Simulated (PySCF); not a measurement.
# Structure from 2D NMR

Compound of formula C8H7OP. Correlations simulated from computed shifts and the bond graph:

HSQC (one-bond C–H):
```
  δH     δC
8.12  135.5
7.72  137.8
7.66  134.7
7.52  130.2
7.38  151.6
6.59  136.5
```

COSY cross peaks (H two or three bonds apart, from the bond graph; peaks can be absent where the dihedral angle is near 90°):
```
  δH    δH
8.12  7.66
7.99  6.59
7.72  7.66
7.72  7.52
7.38  6.59
```

HMBC (two and three bonds, from the bond graph):
```
  δH                                 δC
8.12         147.1, 139.8, 137.8, 134.7
7.99  151.6, 147.1, 139.8, 136.5, 135.5
7.72         147.1, 135.5, 134.7, 130.2
7.66         139.8, 137.8, 135.5, 130.2
7.52  151.6, 147.1, 139.8, 137.8, 134.7
7.38         147.1, 139.8, 136.5, 130.2
6.59                151.6, 147.1, 139.8
```

Carbons without hydrogens: δ 147.1, 139.8.

PySCF 2.14 calculation with NMR shieldings at PBE0/pcSseg-1/GIAO and GFN2-xTB structure; isolated molecule, single conformer, relativity neglected.

δ = σ(ref) − σ, references computed at the same level: 1H (σref 31.72) and 13C (σref 186.93) vs TMS.

Exchangeable hydrogens are left out of these lists.

Q: Which molecule is this?

A: SMILES O=[P@@H]1C=Cc2ccccc21.

Mapped SMILES: `[O:1]=[P@@H:2]1[CH:3]=[CH:4][c:5]2[cH:6][cH:7][cH:8][cH:9][c:10]21`; H(Xn) means a hydrogen on atom n.

1. δC 151.6 is C4, an alkene CH (δH 7.38).
2. δC 147.1 is C5, a substituted aromatic carbon.
3. δC 139.8 is C10, a substituted aromatic carbon.
4. δC 137.8 is C7, an aromatic CH (δH 7.72).
5. δC 136.5 is C3, an alkene CH (δH 6.59).
6. δC 135.5 is C9, an aromatic CH (δH 8.12).
7. δC 134.7 is C8, an aromatic CH (δH 7.66).
8. δC 130.2 is C6, an aromatic CH (δH 7.52).
9. HMBC from δH 8.12 reaches the proton-free carbons C5, C10.
10. HMBC from δH 7.99 reaches the proton-free carbons C5, C10.
11. HMBC from δH 7.72 reaches the proton-free carbon C5.
12. HMBC from δH 7.66 reaches the proton-free carbon C10.
13. COSY links 8.12–7.66, 7.99–6.59, 7.72–7.66, 7.72–7.52, 7.38–6.59.

The data come from this structure; uniqueness wasn't tested.

Shifts are as computed. Against solution values, carbons near 30 ppm lie about +3 ppm off and those near 130 ppm about +5 ppm. Of 1211 compounds with measured shifts, 218 miss one by over three times the rms of a fit or turn the order of signals round; such compounds aren't used in these exercises.
